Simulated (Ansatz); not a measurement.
## Ligand exchange: NaI + C4H10S → NaSH + C4H9I

Species: NaI, singlet; C4H10S `CC(C)(C)S`, singlet; NaSH `[Na][SH]`, singlet; C4H9I (tert-butyl iodide) `CC(C)(C)I`, singlet. The partners trade I for SH: Na–I and C–SH bonds give way to Na–SH and C–I.

Shapes, held fixed at every level: PBE0-D4/def2-TZVP. Flexible molecules stand in one conformer, not always the lowest. Programs: Ansatz 0.2.0. The zero-point and thermal change to 298 K, harmonic and unscaled (PBE0-D4/def2-TZVP), is -4.7 kJ/mol.

```json
{"level": "SPW92/def2-TZVPP", "kind": "LDA", "ΔH(298 K) (kJ/mol)": "+91.7", "less CCSD(T)/def2-TZVPP": "-0.3"}
{"level": "PBE-D4/def2-TZVPP", "kind": "GGA", "ΔH(298 K) (kJ/mol)": "+86.0", "less CCSD(T)/def2-TZVPP": "-6.0"}
{"level": "r2SCAN0-D4/def2-TZVPP", "kind": "global hybrid", "ΔH(298 K) (kJ/mol)": "+104.9", "less CCSD(T)/def2-TZVPP": "+12.9"}
{"level": "wB97M-V/def2-TZVPP", "kind": "range-separated hybrid", "ΔH(298 K) (kJ/mol)": "+100.0", "less CCSD(T)/def2-TZVPP": "+8.0"}
{"level": "MP2/def2-TZVPP", "kind": "perturbation theory", "ΔH(298 K) (kJ/mol)": "+91.8", "less CCSD(T)/def2-TZVPP": "-0.2"}
{"level": "CCSD(T)/def2-SVP", "kind": "coupled cluster or CI", "ΔH(298 K) (kJ/mol)": "+118.7", "less CCSD(T)/def2-TZVPP": "+26.7"}
{"level": "CCSD(T)/def2-TZVPP", "kind": "coupled cluster or CI", "ΔH(298 K) (kJ/mol)": "+92.0", "less CCSD(T)/def2-TZVPP": "0.0"}
```

The highest level, CCSD(T)/def2-TZVPP, gives ΔH(298 K) = +92.0 kJ/mol; the levels span +86.0 to +118.7. The column of differences is taken from that level and isn't an error. No measured value is set beside it here. For atoms past krypton def2 sets carry core potentials with scalar relativity. Correlated rows may include outer-core shells of I, Na, which these sets cover unevenly.
